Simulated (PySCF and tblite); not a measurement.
C3H2F6, numbered as in [F:1][CH2:2][C:3]([F:4])([F:5])[C:6]([F:7])([F:8])[F:9]. Free energies: PBE0-D3(BJ)/def2-SVP (IEF-PCM, benzene) on GFN2-xTB structures plus GFN2-xTB thermal terms, symmetry and mirror images included. Conformers within 3 kcal/mol (GFN2-xTB free energy) were kept, 7 at most. GIAO shieldings: KT2/pcSseg-1 (IEF-PCM, benzene). Couplings: B3LYP/6-31G* with pcJ-1 on H, F (gas phase; spin-dipole term only for pairs with B, N, F, Si or P). H–H couplings come out 0.1 to 0.9 Hz lower than with pcJ-1 on all atoms. Shifts are against TMS (¹H), TMS (¹³C) at the same level. Codes: tblite and PySCF.

Torsions listed: F1–C2–C3–F4. Of a mirror pair one member is shown.

Two conformers hold nearly all the population. I: 164°; δ(C2) = 86.54 ppm. II: -60°; δ(C2) = 84.95 ppm. The average over the ensemble at 298.15 K is 86.33 ppm.

(1) What populations and free-energy difference follow from a two-state model?

## Answers

(1) p(I) = (86.33 − 84.95)/(86.54 − 84.95) = 0.87, so K = p(II)/p(I) = 0.15 and G(II) − G(I) = −RT ln K = 1.12 kcal/mol. One of the two counts twice, as a mirror pair, which this difference holds. The weights computed directly are 86.9 % and 13.1 %.


Conformer gaps in def2-SVP on xTB geometries can be 2 kcal/mol too large for S=O, P=O and other polar bonds.